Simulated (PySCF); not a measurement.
Stepwise substitution at one centre (Si SH-H). All species are isolated molecules in the gas phase. One relaxed conformer stands for each flexible species; it need not be the lowest. Strings in code marks are SMILES.

Computed with PySCF 2.14.0 with PBE-D3(BJ)/def2-TZVP // PBE0-D3(BJ)/def2-TZVP. All candidates: neutral, multiplicity 1. Excitations are Tamm–Dancoff values on a coarser integration grid. The basis has no diffuse functions, so Rydberg states are missing or too high.

```json
{
 "T1 excitation (TDA)": "5.32 eV",
 "LUMO": "-0.74 eV",
 "S1 excitation (TDA)": "5.69 eV"
}
```

Question: Say which member has these values.
(A) `S[SiH](S)S`
(B) `S[SiH2]S` (H–S–Si–S torsion 56°, S–Si–S–H torsion 56°)
(C) `[SiH3]S`
(D) `S[Si](S)(S)S`

Answer: C, `[SiH3]S`. The others give `S[SiH2]S` (H–S–Si–S torsion 56°, S–Si–S–H torsion 56°): 5.00 eV, -1.04 eV, 5.37 eV; `S[SiH](S)S`: 5.23 eV, -0.95 eV, 5.52 eV; `S[Si](S)(S)S`: 4.85 eV, -1.37 eV, 5.12 eV
